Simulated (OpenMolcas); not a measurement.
# Ru2+: effect of the active space

```yaml
Program: OpenMolcas 26.06
Method: SS-CASPT2, IPEA 0.25 Eh, imaginary shift 0.1 Eh
Basis: ANO-R3
Scalar_Hamiltonian: X2C, finite nucleus
Spin-orbit_coupling: state interaction with AMFI integrals over the reference wave functions, term energies averaged over their components
```

A. 6 electrons in 5 orbitals (4d); 2S+1 = 5 even, 5 roots; 2S+1 = 3 even, 45 roots; 2S+1 = 1 even, 50 roots; closed shells correlated: 4s 4p; CASPT2 step of the order of 50 core-seconds
B. 6 electrons in 6 orbitals (4d 5s); 2S+1 = 5 even, 30 roots; 2S+1 = 7 even, 1 root kept (CI in the orbitals of an earlier block); 2S+1 = 3 even, 127 roots kept (CI in the orbitals of an earlier block, 107 in the spin-orbit step); 2S+1 = 1 even, 102 roots kept (CI in the orbitals of an earlier block, 62 in the spin-orbit step); closed shells correlated: 4s 4p; CASPT2 step roughly 2.3 core-minutes

Energies in eV above 4d6 5D4, the measured ground level; measured values from Moore, Atomic Energy Levels, vol. III, NSRDS-NBS 35 (1971 reprint of NBS Circular 467, 1958).

| Level | A | B | Measured |
| --- | --- | --- | --- |
| 4d6 5D4 | 0.0000 | 0.0000 | 0.0000 |
| 4d6 5D3 | 0.1458 | 0.1536 | 0.1437 |
| 4d6 5D2 | 0.2314 | 0.2418 | 0.2264 |
| 4d6 5D1 | 0.287 | 0.300 | 0.2810 |
| 4d6 5D0 | 0.314 | 0.328 | 0.3070 |
| 4d6 3P2(1) | 1.899 | 1.871 |  |
| 4d6 3H6 | 1.932 | 1.935 |  |
| 4d6 3H5 | 1.964 | 1.959 |  |
| 4d6 3F3(1) | 2.155 | 2.121 |  |
| 4d6 3F2(1) | 2.222 | 2.189 |  |
| 4d6 3P1(1) | 2.316 | 2.306 |  |
| 4d6 3G5 | 2.380 | 2.361 |  |
| 4d6 3P0(1) | 2.400 | 2.382 |  |
| 4d6 3G4 | 2.506 | 2.482 |  |
| 4d6 3G3 | 2.540 | 2.514 |  |
| 4d6 3D2 | 2.856 | 2.779 |  |
| 4d6 3D1 | 2.876 | 2.798 |  |
| 4d6 3D3 | 2.898 | 2.819 |  |
| 4d6 1I6 | 2.973 | 2.990 |  |
| 4d6 1G4(1) | 3.148 | 3.115 |  |
| 4d6 1D2(1) | 3.647 | 3.615 |  |
| 4d6 1F3 | 4.002 | 3.937 |  |
| 4d6 3P0(2) | 4.521 | 4.469 |  |
| 4d6 3P1(2) | 4.635 | 4.567 |  |

Deviations, from unrounded energies. A percentage is the sum of absolute deviations over the sum of measured energies, with the sign that they share, or ± where signs differ.

| Against measurement | Levels | A | B |
| --- | --- | --- | --- |
| mean absolute deviation (cm-1) | 4 | 42 | 130 |
| fine structure of the ground term (%) | 4 | +2.2 | +6.9 |

A lies closest to measurement on these levels. The largest miss of A in the table is 4d6 5D0, by +59 cm-1. The ranking rests on the paired levels alone, and a cruder setting can come out closer through cancelling errors.

The spin-orbit steps hold different terms of 4d6 (B lacks a 1S), which shifts levels as well.

Between A and B the level of the table that moves most is 4d6 3D3, by 640 cm-1 (lowest in B, highest in A). Moves below CASPT2's spread within the term are not significant.

Term energies are means over components that CASPT2 splits; among the terms shown or strongly mixed into the levels shown the widest spread is 190 cm-1 (4d6 1G(1), A). Levels of configurations with an s electron are missing; early in the row they begin among the upper levels of the d shell and mix with terms of their name (holds for A). Some high roots are left out of the spin-orbit mixing, which shifts the levels that they would mix with (holds for B). Terms from blocks run as CI alone lack orbitals of their own (holds for B). Computed and measured levels are paired by configuration, term and J; levels that our copy of the source lacks, or whose pairing is in doubt (as where it misses far off the trend of its configuration), stay unpaired and out of the deviations. Only configurations of the active space appear. Levels that lie high or do not pair safely by name in every column are left out.

A number in round brackets counts repeated terms of one configuration in the order of the reference energies.
